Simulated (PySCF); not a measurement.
FGeH₃Si, SMILES [F][Ge][SiH3] (connectivity only; charge and spin as stated), neutral, multiplicity 1.

Geometry: r2SCAN-D4/def2-TZVP.

Vertical ionisation energy (IE) and electron affinity (EA) in eV. Rows of orbital energies are one-electron estimates. Where ΔSCF, EOM or ADC give a negative EA the extra electron is unbound and the value depends on the basis.

| level | IE | EA |
|---|---|---|
| −ε(HOMO), −ε(LUMO), PBE/def2-TZVPD (PySCF) | 5.61 | 3.95 |
| ADC(2)/aug-cc-pVDZ (PySCF) | 8.34 | 1.21 |

Q: Beyond the first one, list the lowest photoelectron lines from ADC(2)/aug-cc-pVDZ (PySCF) with their pole strengths (two spins summed). (Estimate from the structure and the level; the computed values follow.)

A: 11.99 eV (1.77), 12.23 eV (1.79), 12.43 eV (1.79), 12.74 eV (1.71), 12.76 eV (1.71).
